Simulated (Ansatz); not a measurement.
Consider the formal exchange of groups at the Al–Te bond: `C[CH2][AlH][TeH]` + SiH₄ → `C[CH2][AlH][SiH3]` + H₂Te.

Calculated with Ansatz (gas phase, PBE0-D4/def2-TZVP geometries, no zero-point term in ΔE). CBS: MP2 limit from def2 TZ/QZ plus the TZ coupled-cluster correction, frozen cores. This one scheme is used for every species. Functionals use def2-TZVPP. def2 core potentials past Kr. For Te outer-core shells are correlated without core-valence functions, which leaves a few kJ/mol of doubt a bond. Each species was taken in one conformer, which may not be the lowest.

`C[CH2][AlH][TeH]`:

Cartesian coordinates in Å:
```
C 0.998 -0.347 -0.845
C 0.607 -0.480 0.623
Al -1.089 0.314 1.191
Te -2.598 1.529 -0.441
H 1.083 0.701 -1.146
H 1.960 -0.823 -1.056
H 0.257 -0.808 -1.503
H 0.566 -1.538 0.915
H 1.383 -0.047 1.268
H -1.623 0.252 2.683
H -1.542 1.247 -1.689
```

SiH₄:

Z-matrix (Å, degrees):
```
Si
H 1 1.485
H 1 1.485 2 109.5
H 1 1.485 2 109.5 3 -120.0
H 1 1.485 2 109.5 3 120.0
```

`C[CH2][AlH][SiH3]`:

```xyz
13

C    -0.539   -1.710   -0.160
C    -1.441   -0.518    0.153
Al   -0.571    1.236    0.263
Si    1.861    1.405   -0.089
H    -0.033   -1.592   -1.123
H    -1.096   -2.652   -0.203
H     0.244   -1.833    0.593
H    -2.245   -0.437   -0.592
H    -1.971   -0.677    1.103
H    -1.449    2.528    0.578
H     2.602    0.555    0.890
H     2.400    2.789    0.034
H     2.237    0.906   -1.446
```

H₂Te:

Cartesian coordinates in Å:
```
Te -0.595 -0.110 -0.489
H 0.322 1.195 -0.042
H 0.273 -1.085 0.531
```

| species | r2SCAN-D4 energy (Eh) |
| --- | --- |
| `C[CH2][AlH][TeH]` | -590.97395 |
| SiH₄ | -291.85455 |
| `C[CH2][AlH][SiH3]` | -613.46709 |
| H₂Te | -269.31366 |

Question: Work out ΔE.

Answer: ΔE = (-613.46709) + (-269.31366) − (-590.97395) − (-291.85455) = 0.04775 Eh = +30.0 kcal/mol. CCSD(T)/CBS gives +31.3 kcal/mol.

Largest T1 diagnostic among the species: 0.011.

From PBE to PBE0 (25 % exact exchange), in def2-TZVPP and without D4, ΔE moves by +1.2 kcal/mol.
